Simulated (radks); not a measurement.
Results of a calculation; reference values are marked as such.
The arsenic ion As+, configuration [Ar] 3d10 4s2 4p1 5d1 (not the ground configuration).

Code: a radial shooting solver on a logarithmic mesh with Libxc functionals. Model: scalar-relativistic Kohn-Sham, BLYP, spin-polarised, spherical densities, finite nucleus; open shells are filled with parallel spins first; Fermi nuclear charge, rms radius 4.0968 fm.

Energy parts (hartree):
total: -2260.38135
kinetic: 2304.02913
electron-nucleus: -5428.30004
Hartree: 947.44360
exchange-correlation: -83.55405

Orbitals (lengths in bohr, moments of r in powers of bohr; <r^-3> diverges for s and p1/2):
orbital  occ.  eigenvalue (hartree)     <r^2>  <r^-3>
1s up       1             -431.4420  0.002786       -
1s down     1             -431.4399  0.002786       -
2s up       1             -55.29143   0.04849       -
2s down     1             -55.29027   0.04849       -
2p up       3             -48.57406   0.03845    1107
2p down     3             -48.57210   0.03845    1107
3s up       1              -7.62493    0.4128       -
3s down     1              -7.62208    0.4126       -
3p up       3              -5.54799    0.4478   153.6
3p down     3              -5.54475    0.4474   153.6
3d up       5              -2.13197    0.5784   16.96
3d down     5              -2.12701    0.5739   17.01
4s up       1              -1.10919     3.729       -
4s down     1              -1.07174     3.733       -
4p up       1              -0.71450     5.265   12.31
5d up       1              -0.11622     83.79  0.1321

The highest occupied level is 5d up at -3.162 eV. The spin density at the nucleus is -0.4561 e/bohr^3 (1s -0.0956, 2s 0.0295, 3s 0.0240, 4s -0.4140). Summed over all electrons, <r^2> = 106.1 bohr^2, which gives a Langevin (diamagnetic) susceptibility term of -84.1 x 10^-6 cm^3/mol. The electron density at the nucleus is 3.602e+04 e/bohr^3 (large components only).

Empty levels of this run are not shown, since the potential may be unsettled where no density lies.
